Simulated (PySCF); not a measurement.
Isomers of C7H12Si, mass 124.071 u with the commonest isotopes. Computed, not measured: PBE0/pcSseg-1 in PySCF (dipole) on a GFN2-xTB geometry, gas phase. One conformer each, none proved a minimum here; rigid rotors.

Problem. Order these by out-of-plane moment Σ m c² = (Ia + Ib − Ic)/2, largest first.
A. `[CH2:1]=[C:2]([CH3:3])[SiH:4]1[CH2:5][CH:6]=[CH:7][CH2:8]1` with C1–C2–Si4–C5 128°
B. `[CH3:1][CH:2]([CH3:3])[C:4]1=[CH:5][SiH2:6][CH:7]=[CH:8]1` with C1–C2–C4–C5 118°
C. `[CH3:1][CH2:2]/[CH:3]=[CH:4]/[CH2:5][C:6]#[C:7][SiH3:8]` with C1–C2–C3–C4 -120°, C3–C4–C5–C6 -120°
D. `[CH3:1][CH2:2][CH2:3]/[CH:4]=[CH:5]/[C:6]#[C:7][SiH3:8]` with C1–C2–C3–C4 179°, C2–C3–C4–C5 118°

Solution. A (78.35 u·Å²), B (57.04 u·Å²), C (19.39 u·Å²), D (16.22 u·Å²).

Problem. Order these by radius of gyration √(Σ m r²/M), largest first.
A. `[CH3:1][CH2:2][CH2:3]/[CH:4]=[CH:5]/[C:6]#[C:7][SiH3:8]` with C1–C2–C3–C4 179°, C2–C3–C4–C5 118°
B. `[CH3:1][CH:2]([CH3:3])[C:4]1=[CH:5][SiH2:6][CH:7]=[CH:8]1` with C1–C2–C4–C5 118°
C. `[CH3:1][CH2:2]/[CH:3]=[CH:4]/[CH2:5][C:6]#[C:7][SiH3:8]` with C1–C2–C3–C4 -120°, C3–C4–C5–C6 -120°
D. `[CH2:1]=[C:2]([CH3:3])[SiH:4]1[CH2:5][CH:6]=[CH:7][CH2:8]1` with C1–C2–Si4–C5 128°

Solution. A (3.263 Å), C (3.007 Å), B (2.162 Å), D (2.083 Å).

Problem. Order these by dipole moment, largest first.
A. `[CH3:1][CH2:2]/[CH:3]=[CH:4]/[CH2:5][C:6]#[C:7][SiH3:8]` with C1–C2–C3–C4 -120°, C3–C4–C5–C6 -120°
B. `[CH3:1][CH:2]([CH3:3])[C:4]1=[CH:5][SiH2:6][CH:7]=[CH:8]1` with C1–C2–C4–C5 118°
C. `[CH2:1]=[C:2]([CH3:3])[SiH:4]1[CH2:5][CH:6]=[CH:7][CH2:8]1` with C1–C2–Si4–C5 128°
D. `[CH3:1][CH2:2][CH2:3]/[CH:4]=[CH:5]/[C:6]#[C:7][SiH3:8]` with C1–C2–C3–C4 179°, C2–C3–C4–C5 118°

Solution. D (1.69 D), A (1.32 D), B (0.69 D), C (0.48 D).

| SMILES | point group | Ia (u·Å²) | Ib (u·Å²) | Ic (u·Å²) | κ | μa (D) | μb (D) | μc (D) |
| --- | --- | --- | --- | --- | --- | --- | --- | --- |
| CC/C=C/CC#C[SiH3] | C1 | 149.11 | 992.28 | 1102.60 | -0.97 | 1.27 | 0.35 | 0.02 |
| CC(C)C1=C[SiH2]C=C1 | Cs | 138.30 | 498.72 | 522.95 | -0.97 | 0.69 | 0.05 | 0.00 |
| CCC/C=C/C#C[SiH3] | C1 | 53.06 | 1284.55 | 1305.18 | -1.00 | 1.68 | 0.08 | 0.16 |
| C=C(C)[SiH]1CC=CC1 | Cs | 160.24 | 456.47 | 460.01 | -0.99 | 0.23 | 0.42 | 0.00 |
